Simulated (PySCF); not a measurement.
## Correlation energy of B+ (boron, charge +1)

[He] 2s1 3d1, high-spin 3D determinant (an excited configuration). All numbers are calculated (PySCF 2.14, scalar relativity by spin-free X2C-1e, in aug-cc-pVQZ-DK (6s5p4d3f2g, 80 functions)). Frozen: 1s2; 2 electrons correlated.

With two correlated electrons CCSD is exact within the correlated space (frozen core and kept virtual orbitals).

```json
{"level": "CCSD", "correlation energy (mhartree)": "-7.78"}
```

Diagnostics: T1 = 0.012, D1 = 0.0247, largest double amplitude 0.078.

**Question.** Is a single reference adequate?

**Answer.** Mostly. T1 lies below 0.03, but a double amplitude of this size points to a near-degeneracy that CCSD handles and MP2 describes poorly.
